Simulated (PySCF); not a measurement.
C2H4F2OSi, SMILES FC1(F)OC[SiH2]1.

Coordinates come from a B3LYP-D3(BJ)/def2-SVP optimisation. The structure was generated by enumeration, and PubChem lists no compound with its InChIKey, so it may never have been made.

Level of theory: B3LYP-D3(BJ)/def2-SVP run with PySCF.

Frequencies are harmonic and unscaled.

Computed normal modes with their intensities:
```
mode  ν (cm⁻¹)  IR (km/mol)  Raman (Å⁴/amu)  depolarisation  moving atoms (share of kinetic energy)
----  --------  -----------  --------------  --------------  --------------------------------------
1           54          1.5             0.1            0.75          C 29 %, H 28 %, O 23 %, F 19 %
2          195          0.6             0.4            0.75                 F 60 %, H 19 %, Si 12 %
3          354          6.8             5.2            0.47                         F 46 %, Si 37 %
4          456         13.8             1.7            0.75                  H 37 %, F 32 %, O 23 %
5          464          6.0             4.6            0.45         F 40 %, C 21 %, Si 20 %, O 15 %
6          485          1.8             3.6            0.75                          H 79 %, F 10 %
7          571          6.4             8.5            0.29         O 29 %, F 28 %, Si 26 %, C 15 %
8          607         14.8            13.3            0.75                          H 64 %, F 22 %
9          674          5.5            12.0            0.74          C 36 %, H 32 %, O 16 %, F 14 %
10         732         16.4            13.2            0.08                  F 51 %, C 27 %, H 12 %
11         771         78.0             2.3            0.48                 H 65 %, Si 20 %, C 12 %
12         834         21.8             4.7            0.75                          H 73 %, C 21 %
13         945        118.9            12.3            0.75                                  H 93 %
14        1006         62.4             2.8            0.59                          O 53 %, C 42 %
15        1085        232.0             3.2            0.16                  C 62 %, O 20 %, H 16 %
16        1131        182.2             0.7            0.75                          C 73 %, F 26 %
17        1176          1.3             7.0            0.75                                  H 90 %
18        1230        250.5             3.0            0.21                  C 72 %, F 15 %, H 11 %
19        1269         19.3             4.0            0.20                  H 53 %, C 34 %, O 12 %
20        1468          5.7            12.7            0.69                                  H 92 %
21        2243         71.1           195.8            0.10                                  H 98 %
22        2260         97.3            79.6            0.75                                  H 95 %
23        3057         22.2           136.4            0.11                                  H 95 %
24        3114         10.2            96.1            0.75                          H 90 %, C 10 %
```
